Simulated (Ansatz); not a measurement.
C₂H₆BNOS, relaxed with RKS PBE-D4/def2-SVP in the Gaussian-basis code of Ansatz from a rough embedded geometry. The force threshold is 0.03 eV/Å; the program also tests the step.

Charge 0, multiplicity 1. The bonds changed during the relaxation, so this is another structure than the one it started from.

Start:

```xyz
12

B    -0.598    1.198    1.348
C    -0.318    0.295    0.035
N    -1.368    0.206   -0.904
C     0.829   -0.282   -0.204
O     1.882   -0.250    0.783
S     1.155   -1.337   -1.656
H     0.281    1.281    2.144
H    -1.575    1.753    1.472
H    -1.351   -0.339   -1.838
H    -2.305    0.725   -0.756
H     2.742   -0.761    0.623
H     0.627   -2.491   -1.048
```

```
         step  energy (eV)  largest force (eV/Å)  largest move (Å)
            1  -17197.9701                 5.101             0.000
            2  -17198.7553                 1.792             0.137
            3  -17198.8497                 0.678             0.154
            4  -17198.9008                 0.593             0.095
            5  -17198.9327                 0.252             0.069
 6 (rejected)  -17198.9303                 0.510             0.200
            7  -17198.9521                 0.149             0.100
            8  -17198.9636                 0.247             0.099
            9  -17198.9742                 0.543             0.149
           10  -17198.9887                 0.615             0.160
           11  -17199.0435                 0.245             0.200
           12  -17199.0709                 0.256             0.110
           13  -17199.0829                 0.637             0.195
           14  -17199.1014                 0.529             0.126
           15  -17199.1416                 0.446             0.200
           16  -17199.1744                 0.533             0.152
           17  -17199.2158                 0.378             0.132
           18  -17199.2590                 0.278             0.151
           19  -17199.2797                 1.592             0.195
           20  -17199.4049                 1.146             0.198
           21  -17199.4997                 0.430             0.200
           22  -17199.5168                 0.321             0.077
23 (rejected)  -17199.5139                 0.554             0.025
           24  -17199.5256                 0.149             0.012
           25  -17199.5291                 0.069             0.017
           26  -17199.5296                 0.055             0.023
           27  -17199.5298                 0.018             0.005
```

End:

```xyz
12

B    -0.540    1.243    1.102
C    -0.161    0.188    0.122
N    -1.119   -0.253   -0.931
C     1.056   -0.545   -0.012
O     2.021   -0.257    0.875
S     1.312   -1.729   -1.215
H     0.233    1.606    1.963
H    -1.652    1.752    1.033
H    -1.394    0.512   -1.568
H    -1.983   -0.663   -0.542
H     2.776   -0.838    0.647
H    -0.548   -1.015   -1.474
```

It took 36 s on 4 threads of an Arm Neoverse V2 on a shared host, with 0.19 GiB of host memory at the peak.
